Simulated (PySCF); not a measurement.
C$_{6}$H$_{12}$, charge +1, doublet, geometry from GFN2-xTB (a state made from the parent by changing its charge; the spin is typed, not shown lowest); DF-PBE/aug-cc-pVDZ run with PySCF.

The PySCF input:
```python
from pyscf import gto, scf, dft

mol = gto.Mole()
mol.atom = '''
    C    -0.67842356    1.14566580   -0.71500841
    C     0.72752875    1.22303846   -0.09487871
    C     1.41426761   -0.10742425   -0.14976745
    C     0.67842356   -1.14566580    0.71500841
    C    -0.72752875   -1.22303846    0.09487871
    C    -1.41426761    0.10742425    0.14976745
    H    -0.62464672    0.81515136   -1.75139328
    H    -1.17730116    2.11212942   -0.67533345
    H     1.26233163    1.96163156   -0.70888014
    H     0.67697377    1.60144391    0.92725319
    H     1.51121961   -0.46166252   -1.17719904
    H     2.42054828   -0.04330111    0.28820410
    H     1.17730116   -2.11212942    0.67533345
    H     0.62464672   -0.81515136    1.75139328
    H    -1.26233163   -1.96163156    0.70888014
    H    -0.67697377   -1.60144391   -0.92725319
    H    -1.51121961    0.46166252    1.17719904
    H    -2.42054828    0.04330111   -0.28820410
'''
mol.basis = 'aug-cc-pvdz'
mol.charge = 1
mol.spin = 1
mol.verbose = 4
mol.build()

mf = dft.UKS(mol)
mf.xc = 'pbe'
mf = mf.density_fit(auxbasis='def2-universal-jkfit')
mf.kernel()
mf.analyze()
```

The log (banner, timings and long lists left out):

```
PySCF version 2.14.0

[INPUT] verbose = 4
[INPUT] num. atoms = 18
[INPUT] num. electrons = 47
[INPUT] charge = 1
[INPUT] spin (= nelec alpha-beta = 2S) = 1
[INPUT] symmetry False subgroup None
[INPUT] Mole.unit = angstrom
[INPUT] Symbol           X                Y                Z      unit          X                Y                Z       unit  Magmom
[...]
nuclear repulsion = 258.533337059729
number of shells = 108
number of NR pGTOs = 342
number of NR cGTOs = 246
basis = aug-cc-pvdz
ecp = {}

******** <class 'pyscf.df.df_jk.DFUKS'> ********
method = DFUKS
initial guess = minao
damping factor = 0
level_shift factor = 0
DIIS = <class 'pyscf.scf.diis.CDIIS'>
diis_start_cycle = 1
diis_space = 8
diis_damp = 0
SCF conv_tol = 1e-09
SCF conv_tol_grad = None
SCF max_cycles = 50
direct_scf = False
number electrons alpha = 24  beta = 23
XC library pyscf.dft.libxc version 7.1.2
    S. Lehtola, C. Steigemann, M. J. T. Oliveira, and M. A. L. Marques,  SoftwareX 7, 1–5 (2018)
XC functionals = pbe
    J. P. Perdew, K. Burke, and M. Ernzerhof,  Phys. Rev. Lett. 77, 3865 (1996)
    J. P. Perdew, K. Burke, and M. Ernzerhof,  Phys. Rev. Lett. 78, 1396 (1997)
    J. P. Perdew, K. Burke, and M. Ernzerhof,  Phys. Rev. Lett. 77, 3865 (1996)
    J. P. Perdew, K. Burke, and M. Ernzerhof,  Phys. Rev. Lett. 78, 1396 (1997)
radial grids:
    Treutler-Ahlrichs [JCP 102, 346 (1995); DOI:10.1063/1.469408] (M4) radial grids

becke partition: Becke, JCP 88, 2547 (1988); DOI:10.1063/1.454033
pruning grids: <function nwchem_prune>
grids dens level: 3
symmetrized grids: False
atomic radii adjust function: <function treutler_atomic_radii_adjust>
small_rho_cutoff = 0
Set gradient conv threshold to 3.16228e-05
tot grids = 202408
init E= -235.836650337805

cycle= 1 E= -235.177778169376  delta_E= 0.659  |g|= 0.255  |ddm|= 6.91
cycle= 2 E= -235.139655358457  delta_E= 0.0381  |g|= 0.369  |ddm|= 1.47
cycle= 3 E= -235.211571207346  delta_E= -0.0719  |g|= 0.0559  |ddm|= 0.916
cycle= 4 E= -235.213112076654  delta_E= -0.00154  |g|= 0.00768  |ddm|= 0.147
cycle= 5 E= -235.213133017498  delta_E= -2.09e-05  |g|= 0.00497  |ddm|= 0.0255
cycle= 6 E= -235.213145353126  delta_E= -1.23e-05  |g|= 0.000967  |ddm|= 0.0104
cycle= 7 E= -235.213145870023  delta_E= -5.17e-07  |g|= 0.000149  |ddm|= 0.00302
cycle= 8 E= -235.213145889413  delta_E= -1.94e-08  |g|= 3.78e-05  |ddm|= 0.000758
cycle= 9 E= -235.213145890425  delta_E= -1.01e-09  |g|= 1.28e-05  |ddm|= 0.000139
cycle= 10 E= -235.213145890542  delta_E= -1.17e-10  |g|= 2.36e-06  |ddm|= 5.14e-05
Extra cycle  E= -235.213145890543  delta_E= -6.82e-13  |g|= 1.97e-06  |ddm|= 1.54e-05
converged SCF energy = -235.213145890543  <S^2> = 0.75112771  2S+1 = 2.0011274
**** SCF Summaries ****
Total Energy =                        -235.213145890542535
Nuclear Repulsion Energy =             258.533337059728581
One-electron Energy =                 -817.746159376062451
Two-electron Energy =                  323.999676425791336
Two-electron Coulomb Energy =          360.469085694316959
DFT Exchange-Correlation Energy =      -36.469409268525638
**** MO energy ****
                             alpha | beta                alpha | beta
[...]
To work with the spin densities directly, `use mulliken_meta_spin()` only printing them here.

 ** Mulliken spin pop alpha/beta on meta-lowdin orthogonal AOs **
 ** Mulliken Spin Density (per AO)  **
spin_pop of  0 C 1s       -0.00000
spin_pop of  0 C 2s        0.00318
spin_pop of  0 C 3s        0.00003
spin_pop of  0 C 4s        0.00004
spin_pop of  0 C 2px       0.11275
spin_pop of  0 C 2py       0.03224
spin_pop of  0 C 2pz       0.00191
spin_pop of  0 C 3px       0.00016
spin_pop of  0 C 3py       0.00005
spin_pop of  0 C 3pz       0.00004
spin_pop of  0 C 4px       0.00006
spin_pop of  0 C 4py       0.00002
spin_pop of  0 C 4pz       0.00001
spin_pop of  0 C 3dxy     -0.00000
spin_pop of  0 C 3dyz      0.00006
spin_pop of  0 C 3dz^2     0.00001
spin_pop of  0 C 3dxz      0.00013
spin_pop of  0 C 3dx2-y2    0.00006
spin_pop of  0 C 4dxy      0.00001
spin_pop of  0 C 4dyz      0.00000
spin_pop of  0 C 4dz^2     0.00001
spin_pop of  0 C 4dxz      0.00002
spin_pop of  0 C 4dx2-y2    0.00001
spin_pop of  1 C 1s       -0.00000
spin_pop of  1 C 2s        0.00033
spin_pop of  1 C 3s        0.00008
spin_pop of  1 C 4s        0.00002
spin_pop of  1 C 2px       0.09169
spin_pop of  1 C 2py       0.01323
spin_pop of  1 C 2pz      -0.00074
spin_pop of  1 C 3px       0.00016
spin_pop of  1 C 3py       0.00009
spin_pop of  1 C 3pz       0.00009
spin_pop of  1 C 4px       0.00003
spin_pop of  1 C 4py       0.00001
spin_pop of  1 C 4pz       0.00000
spin_pop of  1 C 3dxy      0.00007
spin_pop of  1 C 3dyz     -0.00000
spin_pop of  1 C 3dz^2    -0.00001
spin_pop of  1 C 3dxz      0.00013
spin_pop of  1 C 3dx2-y2    0.00008
spin_pop of  1 C 4dxy      0.00006
spin_pop of  1 C 4dyz      0.00005
spin_pop of  1 C 4dz^2    -0.00000
spin_pop of  1 C 4dxz      0.00004
spin_pop of  1 C 4dx2-y2    0.00003
spin_pop of  2 C 1s       -0.00000
spin_pop of  2 C 2s        0.00033
spin_pop of  2 C 3s        0.00008
spin_pop of  2 C 4s        0.00002
spin_pop of  2 C 2px       0.07501
spin_pop of  2 C 2py       0.03082
spin_pop of  2 C 2pz      -0.00164
spin_pop of  2 C 3px       0.00021
spin_pop of  2 C 3py       0.00007
spin_pop of  2 C 3pz       0.00007
spin_pop of  2 C 4px       0.00002
spin_pop of  2 C 4py       0.00003
spin_pop of  2 C 4pz       0.00001
spin_pop of  2 C 3dxy      0.00000
spin_pop of  2 C 3dyz      0.00010
spin_pop of  2 C 3dz^2     0.00001
spin_pop of  2 C 3dxz      0.00003
spin_pop of  2 C 3dx2-y2    0.00012
spin_pop of  2 C 4dxy      0.00002
spin_pop of  2 C 4dyz      0.00002
spin_pop of  2 C 4dz^2     0.00002
spin_pop of  2 C 4dxz      0.00004
spin_pop of  2 C 4dx2-y2    0.00010
spin_pop of  3 C 1s       -0.00000
spin_pop of  3 C 2s        0.00318
spin_pop of  3 C 3s        0.00003
spin_pop of  3 C 4s        0.00004
spin_pop of  3 C 2px       0.11275
[...]
spin_pop of  6 H 1s       -0.00462
spin_pop of  6 H 2s        0.00002
spin_pop of  6 H 3s        0.00003
spin_pop of  6 H 2px       0.00002
spin_pop of  6 H 2py       0.00001
spin_pop of  6 H 2pz       0.00000
spin_pop of  6 H 3px       0.00004
spin_pop of  6 H 3py       0.00002
spin_pop of  6 H 3pz       0.00000
spin_pop of  7 H 1s       -0.00492
spin_pop of  7 H 2s        0.00003
spin_pop of  7 H 3s        0.00003
spin_pop of  7 H 2px       0.00003
spin_pop of  7 H 2py       0.00000
spin_pop of  7 H 2pz       0.00001
spin_pop of  7 H 3px       0.00005
spin_pop of  7 H 3py       0.00001
spin_pop of  7 H 3pz       0.00001
spin_pop of  8 H 1s        0.07567
spin_pop of  8 H 2s        0.00016
spin_pop of  8 H 3s        0.00013
spin_pop of  8 H 2px      -0.00005
spin_pop of  8 H 2py       0.00005
spin_pop of  8 H 2pz       0.00007
spin_pop of  8 H 3px       0.00003
spin_pop of  8 H 3py       0.00001
spin_pop of  8 H 3pz       0.00004
spin_pop of  9 H 1s       -0.00252
spin_pop of  9 H 2s        0.00004
spin_pop of  9 H 3s        0.00002
spin_pop of  9 H 2px       0.00003
spin_pop of  9 H 2py       0.00001
spin_pop of  9 H 2pz       0.00000
spin_pop of  9 H 3px       0.00003
spin_pop of  9 H 3py       0.00001
spin_pop of  9 H 3pz       0.00000
spin_pop of  10 H 1s       -0.00252
spin_pop of  10 H 2s        0.00004
spin_pop of  10 H 3s        0.00002
spin_pop of  10 H 2px       0.00003
spin_pop of  10 H 2py       0.00001
spin_pop of  10 H 2pz       0.00001
spin_pop of  10 H 3px       0.00003
spin_pop of  10 H 3py       0.00002
spin_pop of  10 H 3pz       0.00000
spin_pop of  11 H 1s        0.07567
spin_pop of  11 H 2s        0.00016
spin_pop of  11 H 3s        0.00013
spin_pop of  11 H 2px       0.00003
spin_pop of  11 H 2py      -0.00000
spin_pop of  11 H 2pz       0.00005
spin_pop of  11 H 3px       0.00001
spin_pop of  11 H 3py       0.00003
spin_pop of  11 H 3pz       0.00004
spin_pop of  12 H 1s       -0.00492
spin_pop of  12 H 2s        0.00003
spin_pop of  12 H 3s        0.00003
spin_pop of  12 H 2px       0.00003
spin_pop of  12 H 2py       0.00000
spin_pop of  12 H 2pz       0.00001
spin_pop of  12 H 3px       0.00005
spin_pop of  12 H 3py       0.00001
spin_pop of  12 H 3pz       0.00001
spin_pop of  13 H 1s       -0.00462
spin_pop of  13 H 2s        0.00002
spin_pop of  13 H 3s        0.00003
spin_pop of  13 H 2px       0.00002
spin_pop of  13 H 2py       0.00001
spin_pop of  13 H 2pz       0.00000
spin_pop of  13 H 3px       0.00004
spin_pop of  13 H 3py       0.00002
spin_pop of  13 H 3pz       0.00000
spin_pop of  14 H 1s        0.07567
spin_pop of  14 H 2s        0.00016
spin_pop of  14 H 3s        0.00013
spin_pop of  14 H 2px      -0.00005
spin_pop of  14 H 2py       0.00005
spin_pop of  14 H 2pz       0.00007
spin_pop of  14 H 3px       0.00003
spin_pop of  14 H 3py       0.00001
spin_pop of  14 H 3pz       0.00004
spin_pop of  15 H 1s       -0.00252
spin_pop of  15 H 2s        0.00004
spin_pop of  15 H 3s        0.00002
spin_pop of  15 H 2px       0.00003
spin_pop of  15 H 2py       0.00001
spin_pop of  15 H 2pz       0.00000
spin_pop of  15 H 3px       0.00003
spin_pop of  15 H 3py       0.00001
spin_pop of  15 H 3pz       0.00000
spin_pop of  16 H 1s       -0.00252
spin_pop of  16 H 2s        0.00004
spin_pop of  16 H 3s        0.00002
spin_pop of  16 H 2px       0.00003
spin_pop of  16 H 2py       0.00001
spin_pop of  16 H 2pz       0.00001
spin_pop of  16 H 3px       0.00003
spin_pop of  16 H 3py       0.00002
spin_pop of  16 H 3pz       0.00000
spin_pop of  17 H 1s        0.07567
spin_pop of  17 H 2s        0.00016
spin_pop of  17 H 3s        0.00013
spin_pop of  17 H 2px       0.00003
spin_pop of  17 H 2py      -0.00000
spin_pop of  17 H 2pz       0.00005
spin_pop of  17 H 3px       0.00001
spin_pop of  17 H 3py       0.00003
spin_pop of  17 H 3pz       0.00004
 ** Mulliken Spin Density (per atom)  **
spin density of  0 C =      0.15081
spin density of  1 C =      0.10545
spin density of  2 C =      0.10545
spin density of  3 C =      0.15081
spin density of  4 C =      0.10545
spin density of  5 C =      0.10545
spin density of  6 H =     -0.00447
spin density of  7 H =     -0.00475
spin density of  8 H =      0.07612
spin density of  9 H =     -0.00237
spin density of  10 H =     -0.00237
spin density of  11 H =      0.07612
spin density of  12 H =     -0.00475
spin density of  13 H =     -0.00447
spin density of  14 H =      0.07612
spin density of  15 H =     -0.00237
spin density of  16 H =     -0.00237
spin density of  17 H =      0.07612
 ** Mulliken pop alpha/beta on meta-lowdin orthogonal AOs **
 ** Mulliken pop       alpha | beta **
In total            24.00000 | 23.00000
 ** Mulliken atomic charges   ( Nelec_alpha | Nelec_beta ) **
charge of  0C =     -0.14210  (     3.14646      2.99564 )
charge of  1C =     -0.15421  (     3.12983      3.02438 )
charge of  2C =     -0.15422  (     3.12983      3.02438 )
charge of  3C =     -0.14210  (     3.14646      2.99564 )
charge of  4C =     -0.15421  (     3.12983      3.02438 )
charge of  5C =     -0.15422  (     3.12983      3.02438 )
charge of  6H =      0.13719  (     0.42917      0.43364 )
charge of  7H =      0.15129  (     0.42198      0.42673 )
charge of  8H =      0.19451  (     0.44081      0.36468 )
charge of  9H =      0.13651  (     0.43056      0.43293 )
charge of  10H =      0.13652  (     0.43056      0.43292 )
charge of  11H =      0.19450  (     0.44081      0.36469 )
charge of  12H =      0.15129  (     0.42198      0.42673 )
charge of  13H =      0.13719  (     0.42917      0.43364 )
charge of  14H =      0.19451  (     0.44081      0.36468 )
charge of  15H =      0.13651  (     0.43056      0.43293 )
charge of  16H =      0.13652  (     0.43056      0.43292 )
charge of  17H =      0.19450  (     0.44081      0.36469 )

WARN: System has nonzero charge 1; the dipole moment is origin-dependent.
Location of origin: [0. 0. 0.]

Dipole moment(X, Y, Z, Debye):  0.00000, -0.00000,  0.00000
```
